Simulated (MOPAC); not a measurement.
MOPAC input (PM3):

```
PM3 1SCF GEO-OK AUX(PRECISION=9) THREADS=1
HClSi

Si    0.79334700 1   -0.20873300 1    0.74709000 1
H     1.83118100 1   -0.48928700 1   -0.33632000 1
Cl   -0.76106100 1    0.20068000 1   -0.59546700 1
```

From the output:

```
                                                       MOPAC v23.2.5 Linux

          FINAL HEAT OF FORMATION =         12.94938 KCAL/MOL =      54.18020 KJ/MOL

          COSMO AREA              =         95.81 SQUARE ANGSTROMS
          COSMO VOLUME            =         83.13 CUBIC ANGSTROMS

          IONIZATION POTENTIAL    =          8.503604 EV
          HOMO LUMO ENERGIES (EV) =         -8.504 -2.163
          NO. OF FILLED LEVELS    =          6
          MOLECULAR WEIGHT        =         64.5464         POINT GROUP:  Cs

          MOLECULAR DIMENSIONS (Angstroms)

            Atom       Atom       Distance
           Cl     3    H     2     2.69498
            H     2   Si     1     1.18178
           Cl     3    H     2     0.00000

          SCF CALCULATIONS        =          1

   ATOM   CHEMICAL          X               Y               Z
  NUMBER   SYMBOL      (ANGSTROMS)     (ANGSTROMS)     (ANGSTROMS)

     1      Si          0.79334700  *  -0.20873300  *   0.74709000  *
     2       H          1.83118100  *  -0.48928700  *  -0.33632000  *
     3      Cl         -0.76106100  *   0.20068000  *  -0.59546700  *

                             CARTESIAN COORDINATES

   1   Si        0.793347000    -0.208733000     0.747090000
   2    H        1.831181000    -0.489287000    -0.336320000
   3   Cl       -0.761061000     0.200680000    -0.595467000

           Empirical Formula: H Si Cl  =     3 atoms

      MOLECULAR POINT GROUP   :   Cs

                  EIGENVALUES
 -55.12733 -14.59383 -12.00878 -11.16086 -10.78065  -8.50360  -2.16301   0.20828
   1.81717

              NET ATOMIC CHARGES AND DIPOLE CONTRIBUTIONS

  ATOM NO.   TYPE          CHARGE      No. of ELECS.   s-Pop       p-Pop
    1         Si           0.572318        3.4277     1.80313     1.62456
    2          H          -0.255751        1.2558     1.25575
    3         Cl          -0.316567        7.3166     1.96926     5.34730
 DIPOLE           X         Y         Z       TOTAL
 POINT-CHG.     1.089    -0.278     3.372     3.555
 HYBRID         0.354    -0.105    -2.842     2.866
 SUM            1.443    -0.383     0.530     1.584

          ATOMIC ORBITAL ELECTRON POPULATIONS

     Atom    s        px        py        pz
    1 Si   1.80313   0.59364   0.20349   0.82743
    2  H   1.25575
    3 Cl   1.96926   1.72178   1.81959   1.80593

 **********************
 *                    *
 * JOB ENDED NORMALLY *
 *                    *
 **********************

 == MOPAC DONE ==
```

The geometry given is a B3LYP-D3(BJ)/def2-TZVP minimum.
